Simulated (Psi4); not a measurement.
CH3O2, charge +1, singlet, at a GFN2-xTB geometry; Psi4 with CCSD(T)/def2-SVP.

Psi4 was given this input:
```
memory 2 GB

molecule {
1 1
  O    -1.05434669   -0.40745506   -0.12561844
  C    -0.10444344    0.40406092   -0.04683357
  O     1.11194808    0.18461227    0.15144752
  H    -0.91558100   -1.37692343   -0.02991756
  H    -0.37817902    1.46306326   -0.16957957
  H     1.45960960   -0.72776304    0.27386588
}

set basis def2-svp

energy('ccsd(t)')
print_variables()
```

The log (banner, timings and long lists left out):

```
   => Loading Basis Set <=

    Name: DEF2-SVP
    Role: ORBITAL
    Keyword: BASIS

         ---------------------------------------------------------
                                   SCF
               by Justin Turney, Rob Parrish, Andy Simmonett
                          and Daniel G. A. Smith
                              RHF Reference
         ---------------------------------------------------------

  ==> Geometry <==

    Molecular point group: c1
    Full point group: C1

    Geometry (in Angstrom), charge = 1, multiplicity = 1:

       Center              X                  Y                   Z               Mass
    ------------   -----------------  -----------------  -----------------  -----------------
         O           -1.050840350486    -0.421020064993    -0.124046156922    15.994914619570
         C           -0.100937100486     0.390495915007    -0.045261286922    12.000000000000
         O            1.115454419514     0.171047265007     0.153019803078    15.994914619570
         H           -0.912074660486    -1.390488434993    -0.028345276922     1.007825032230
         H           -0.374672680486     1.449498255007    -0.168007286922     1.007825032230
         H            1.463115939514    -0.741328044993     0.275438163078     1.007825032230

  Running in c1 symmetry.

  Rotational constants: A =      2.31630  B =      0.38269  C =      0.32843 [cm^-1]
  Rotational constants: A =  69441.05296  B =  11472.89772  C =   9846.14014 [MHz]
  Nuclear repulsion =   78.417325797190443

  Charge       = 1
  Multiplicity = 1
  Electrons    = 24
  Nalpha       = 12
  Nbeta        = 12

  ==> Algorithm <==

  SCF Algorithm Type is PK.
  DIIS enabled.
  MOM disabled.
  Fractional occupation disabled.
  Guess Type is SAD.
  Energy threshold   = 1.00e-08
  Density threshold  = 1.00e-08
  Integral threshold = 1.00e-12

  ==> Primary Basis <==

  Basis Set: DEF2-SVP
    Blend: DEF2-SVP
    Number of shells: 27
    Number of basis functions: 57
    Number of Cartesian functions: 60
    Spherical Harmonics?: true
    Max angular momentum: 2

  ==> Integral Setup <==

  Using in-core PK algorithm.
   Calculation information:
      Number of atoms:                   6
      Number of AO shells:              27
      Number of primitives:             51
      Number of atomic orbitals:        60
      Number of basis functions:        57

      Integral cutoff                 1.00e-12
      Number of threads:                 1

[...]
  @RHF Final Energy:  -188.91597765156476
    Total Energy =                       -188.9159776515647593
[...]
             10  18        -0.0054914451

    Largest TIjAb Amplitudes:
     11  11   0   0        -0.0598721107
      8   8   0   0        -0.0544814771
     11  11   0  16        -0.0242583841
     11  11  16   0        -0.0242583841
     11  11  13  13        -0.0227836333
      7   7   7   7        -0.0207225788
     11  11  16  16        -0.0198525996
      9   9   8   8        -0.0198140155
      8  11  13   0        -0.0196467139
     11   8   0  13        -0.0196467139

    SCF energy       (wfn)                    = -188.915977651564759
    Reference energy (file100)                = -188.915977651564759

    Opposite-spin MP2 correlation energy      =   -0.366678045649628
    Same-spin MP2 correlation energy          =   -0.129941211176999
    Singles MP2 correlation energy            =   -0.000000000000000
    MP2 correlation energy                    =   -0.496619256826628
      * MP2 total energy                      = -189.412596908391379

    Opposite-spin CCSD correlation energy     =   -0.397842573616148
    Same-spin CCSD correlation energy         =   -0.115913141440283
    Singles CCSD correlation energy           =    0.000000000000000
    CCSD correlation energy                   =   -0.513755715056431
      * CCSD total energy                     = -189.429733366621178

            **************************
            *                        *
            *        CCTRIPLES       *
            *                        *
            **************************

    Wave function   =    CCSD_T
    Reference wfn   =      RHF

    Nuclear Rep. energy (wfn)                =   78.417325797190443
    SCF energy          (wfn)                = -188.915977651564759
    Reference energy    (file100)            = -188.915977651564759
    CCSD energy         (file100)            =   -0.513755715056431
    Total CCSD energy   (file100)            = -189.429733366621178

    Number of ijk index combinations:              364
    Approx. words needed per explicit thread:          364500
    Number of threads for explicit ijk threading:    1

    MKL num_threads set to 1 for explicit threading.

    (T) energy                                =   -0.013912351023661
      * CCSD(T) total energy                  = -189.443645717644841

  Variable Map:
  ----------------------------------------------------------------------------
[...]
  Array Variable Map:
  ----------------------------------------------------------------------------
[...]
[...]
```
